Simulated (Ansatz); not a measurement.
C₂H₆OSeSi (`O=CC([SiH3])[SeH]`). Charge 0, multiplicity 1. Geometry: relaxed with PBE0-D4/def2-TZVP. It is one conformer, not always the lowest.

```xyz
11

O     0.765    0.754   -2.016
C     0.588   -0.208   -1.318
C    -0.467   -0.357   -0.280
Si    0.300   -0.152    1.448
Se   -1.914    0.951   -0.423
H     1.266   -1.085   -1.384
H    -0.881   -1.368   -0.345
H    -0.775   -0.359    2.448
H     0.875    1.209    1.549
H     1.366   -1.171    1.659
H    -1.121    1.786   -1.338
```

Question: What is the dipole moment at PBE/def2-TZVPP? (Estimate.)

Answer: The calculation gave: 2.22 D, with components (0.12, -1.90, 1.13) D in this frame, pointing from negative to positive charge.

Question: And with r2SCAN, B3LYP, ωB97M-V? (Estimate.)

Answer: Ansatz gave: r2SCAN 2.34 D, B3LYP 2.39 D, ωB97M-V 2.37 D.

Question: Give the Mulliken charges with PBE, r2SCAN, B3LYP in def2-TZVPP. (Best estimate.)

Answer: Ansatz gave: 
```tsv
atom	PBE	r2SCAN	B3LYP
O1	-0.23	-0.30	-0.27
C2	0.05	0.13	0.08
C3	-0.07	-0.08	-0.13
Si4	0.18	0.27	0.25
Se5	-0.09	-0.10	-0.07
H6	0.07	0.06	0.09
H7	0.11	0.09	0.12
H8	-0.03	-0.05	-0.04
H9	-0.02	-0.04	-0.03
H10	-0.05	-0.07	-0.06
H11	0.08	0.09	0.08
```

B3LYP here is the variant with VWN-RPA as its local correlation; programs differ in this.
